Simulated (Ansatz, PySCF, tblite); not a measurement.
Dissociation curve of Be₂, singlet. Each curve is given relative to its own lowest point near equilibrium.

```csv
R / Å,A,B,C,D
1.89,73.1,68.7,54.6,5.8
2.03,33.6,32.5,23.2,0.0
2.15,14.4,15.0,8.3,1.8
2.27,4.4,5.5,1.6,7.1
2.39,0.3,1.1,0.0,13.9
2.42,0.0,0.6,0.1,15.7
2.52,0.3,0.0,1.6,20.6
2.59,1.5,0.3,3.3,23.3
2.63,2.4,0.7,4.4,24.9
2.75,5.9,2.3,7.9,29.6
2.92,11.8,5.2,13.7,34.2
3.10,17.9,8.3,19.9,36.6
3.45,27.7,12.9,29.7,37.8
3.76,33.6,15.5,35.5,37.4
4.12,37.6,17.5,39.6,36.9
4.49,39.9,18.6,41.9,37.1
5.04,41.4,19.6,43.4,37.8
5.54,42.1,20.0,44.1,38.4
6.25,42.6,20.2,44.6,38.9
6.78,42.7,20.3,44.7,39.1
7.48,42.8,20.3,44.8,39.2
```

Energies in kJ/mol.

Question: Match the curves with the methods GFN2-xTB, 300 K electronic temperature run with tblite 0.5.0; PySCF with restricted B3LYP/6-31G*, spherical d; Ansatz (an electronic-structure program) with restricted PBE/def2-SVP; Ansatz with unrestricted PBE/def2-SVP.

Answer: A is RKS-PBE; B is RKS-B3LYP/6-31G*; C is UKS-PBE; D is GFN2-xTB.

The unrestricted determinant behind UKS-PBE is spin-contaminated at 1.89 to 2.63 Å (<S²> up to 0.7, against 0.00 for a pure singlet).
